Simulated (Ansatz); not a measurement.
Input and output for AlFGeH5N, SMILES `[NH2][AlH][GeH2][F]`.

```yaml
crystal:
  periodic: [false, false, false]
  atoms:
    - {symbol: N, position_ang: [-0.588869, 1.184396, -1.381471]}
    - {symbol: Al, position_ang: [0.782177, 0.679504, -0.399457]}
    - {symbol: Ge, position_ang: [0.192071, -1.145409, 1.181912]}
    - {symbol: F, position_ang: [-1.517779, -1.441744, 0.860072]}
    - {symbol: H, position_ang: [-1.503651, 0.768200, -1.298095]}
    - {symbol: H, position_ang: [-0.588740, 1.903368, -2.086843]}
    - {symbol: H, position_ang: [2.200085, 1.362213, -0.566016]}
    - {symbol: H, position_ang: [0.248780, -0.834919, 2.694636]}
    - {symbol: H, position_ang: [0.864325, -2.521810, 0.978163]}
basis:
  gaussian: {orbitals: def2-TZVP, fitting: {mean_field: cc-pVTZ-jkfit}}
magnetization: {spin_polarized: true, initial_magnetization: 2}
hamiltonian: {xc: {name: B3LYP5}}
```

```sh
$ ansatz run in.yaml --threads 4 --pin off --events-out ev --progress --plain --max-ram 10444MiB
```

Output, abridged:

```
Functional definition: B3LYP5
636 factors; integrals over basis functions are off by at most 8.4e-1 eV
mean field evaluation 1: about -67387.0728 eV, gradient 5.6e1 eV
mean field evaluation 2: about -67326.1127 eV, gradient 1.1e2 eV
mean field evaluation 4: about -67393.5740 eV, gradient 2.8e1 eV
mean field evaluation 8: about -67398.1515 eV, gradient 1.2e0 eV
mean field evaluation 16: about -67398.2074 eV, gradient 7.8e-1 eV
mean field evaluation 32: about -67398.1034 eV, gradient 4.2e0 eV
mean field -67398.22203258 eV, -2476.8389755416 hartree, gradient 2.8e-5 eV, S^2 2.005095; 6 other end points of the search recorded, 0 dependent functions left out
reference -67398.22231589 eV, -2476.8389859532 hartree; 34, 32 occupied and 143, 145 virtual orbitals, 636 factors
Total energy: -67398.22231589 eV, -2476.8389859532 hartree
```

It took 10 s on 4 threads of a server CPU on a shared host, with 0.54 GiB of host memory at the peak.
